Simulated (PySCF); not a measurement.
B3LYP has the VWN-RPA correlation part, as in Gaussian. 

**Br, SMILES `[Br]` (charge 0, multiplicity 2)**

The numbers are results of PySCF with B3LYP-D3(BJ)/def2-TZVP, not measurements.

- highest occupied spin orbital: -8.51 eV
- dipole moment: 0.00 D
- total energy: -70045.94 eV
- cost: very roughly 1.9 core-seconds

Bonded distances (Å): .
Charge 0, spin multiplicity 2.
